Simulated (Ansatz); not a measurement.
A nudged elastic band was laid between two geometries of H4NOTe (7 atoms, charge 1, multiplicity 1).

The calculation used Ansatz, RKS BLYP-D4/def2-SVP.

| Quantity | Value |
| --- | --- |
| movable images | 5 |
| climbing image | yes |
| spring | 5.0 eV/Å² |
| optimiser | fire |
| start path | through a guess of the saddle point |
| force threshold | 0.05 eV/Å |
| iteration limit | 60 |
| end points | relaxed |

First end point:

```xyz
7
Properties=species:S:1:pos:R:3
N -1.519 -0.195 -0.714
Te -0.606 1.088 0.457
O 1.511 0.059 0.624
H -1.463 -0.139 -1.739
H -2.003 -1.025 -0.346
H 2.287 0.510 0.222
H 1.793 -0.299 1.496
```

Last end point:

```xyz
7
Properties=species:S:1:pos:R:3
N -1.475 -0.206 -0.703
Te -0.636 1.129 0.473
O 1.555 0.357 0.830
H -1.412 -0.154 -1.729
H -1.953 -1.040 -0.338
H 2.206 0.361 0.093
H 1.714 -0.448 1.373
```

(1) What changes between the two ends?

(2) Give the energies along the band, and the barrier.

(3) What is the geometry of the highest image?

The band took 34 iterations and roughly 3 core-minutes.

Answers

(1) No bond is made or broken. The height of O3 over the plane of its neighbours goes from 0.28 to -0.25 Å.

(2) The forces met the threshold. The highest image is number 3 of 0 to 6, 0.025 eV above the first end and 0.019 eV above the last; the last end lies 0.005 eV above the first. The order of the stationary point at the top wasn't checked. Limits of this set-up: the dipole of an ion depends on the origin.

```json
{"image": "0", "path coordinate (Å)": "0.00", "energy (eV)": "0.000", "height of O3 over the plane of its neighbours (Å)": "0.28"}
{"image": "1", "path coordinate (Å)": "0.13", "energy (eV)": "0.005", "height of O3 over the plane of its neighbours (Å)": "0.23"}
{"image": "2", "path coordinate (Å)": "0.26", "energy (eV)": "0.017", "height of O3 over the plane of its neighbours (Å)": "0.12"}
{"image": "3", "path coordinate (Å)": "0.38", "energy (eV)": "0.025", "height of O3 over the plane of its neighbours (Å)": "-0.01"}
{"image": "4", "path coordinate (Å)": "0.46", "energy (eV)": "0.019", "height of O3 over the plane of its neighbours (Å)": "-0.10"}
{"image": "5", "path coordinate (Å)": "0.54", "energy (eV)": "0.010", "height of O3 over the plane of its neighbours (Å)": "-0.19"}
{"image": "6", "path coordinate (Å)": "0.63", "energy (eV)": "0.005", "height of O3 over the plane of its neighbours (Å)": "-0.25"}
```

(3) 
```xyz
7
Properties=species:S:1:pos:R:3:forces:R:3
N -1.464 -0.186 -0.687 -0.02 -0.03 -0.03
Te -0.658 1.161 0.489 0.05 -0.03 0.00
O 1.456 0.228 0.711 0.00 0.04 0.03
H -1.364 -0.148 -1.710 -0.05 0.00 -0.01
H -1.902 -1.041 -0.320 -0.04 0.01 -0.01
H 2.211 0.394 0.108 0.04 0.02 -0.01
H 1.721 -0.409 1.409 0.02 -0.01 0.04
```

Run time: 3.2 min on 1 thread of Intel(R) Xeon(R) Platinum 8375C CPU @ 2.90GHz (Ice Lake), with other jobs on the host, peak memory 0.14 GiB.
